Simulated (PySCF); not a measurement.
CH6ClFSi2, SMILES F[SiH2]C[SiH2]Cl.

Geometry optimised at PBE0-D3(BJ)/def2-SVP. The structure was generated by enumeration, and PubChem lists no compound with its InChIKey, so it may never have been made. Other conformers were not sampled.

Level of theory: TDA-CAM-B3LYP/def2-SVPD (PySCF).

Vertical excitations. Gas-phase values at a fixed geometry.

Problem. Give excitation energies, oscillator strengths and character. (An estimate is asked for; the answer gives what the named calculation found.)

Solution. 
```csv
state,energy (eV),λ (nm),f,main pairs
S1,7.59,163,0.001,HOMO→LUMO 78 %
S2,7.64,162,0.012,HOMO−1→LUMO 72 %
S3,8.14,152,0.015,"HOMO→LUMO+2 52 %, HOMO→LUMO+1 21 %"
S4,8.25,150,0.016,"HOMO→LUMO+1 28 %, HOMO−2→LUMO 16 %, HOMO−2→LUMO+2 11 %, HOMO−1→LUMO+2 8 %"
S5,8.28,150,0.009,"HOMO→LUMO+1 34 %, HOMO−1→LUMO+1 30 %, HOMO→LUMO+2 6 %"
S6,8.39,148,0.023,HOMO−1→LUMO+1 53 %
S7,8.58,144,0.013,"HOMO−3→LUMO 26 %, HOMO−2→LUMO 14 %, HOMO−1→LUMO+2 12 %, HOMO→LUMO+2 8 %"
S8,8.63,144,0.021,"HOMO−1→LUMO+2 28 %, HOMO−2→LUMO 19 %, HOMO−1→LUMO+3 16 %, HOMO−2→LUMO+1 5 %"
S9,8.80,141,0.089,"HOMO−2→LUMO+2 17 %, HOMO−3→LUMO+1 14 %, HOMO−3→LUMO+2 13 %, HOMO−2→LUMO+1 12 %"
S10,8.91,139,0.018,"HOMO−2→LUMO+1 46 %, HOMO−2→LUMO+2 17 %"
T1,7.18,173,0,"HOMO−1→LUMO 52 %, HOMO→LUMO 24 %"
T2,7.25,171,0,"HOMO→LUMO 54 %, HOMO−1→LUMO 25 %"
T3,7.68,161,0,"HOMO→LUMO+2 32 %, HOMO→LUMO+1 27 %, HOMO−3→LUMO 9 %, HOMO−3→LUMO+2 6 %"
T4,7.77,160,0,"HOMO−2→LUMO+2 16 %, HOMO−3→LUMO+2 15 %, HOMO−2→LUMO 14 %, HOMO−2→LUMO+1 10 %"
```
Triplets are in the Tamm–Dancoff approximation.
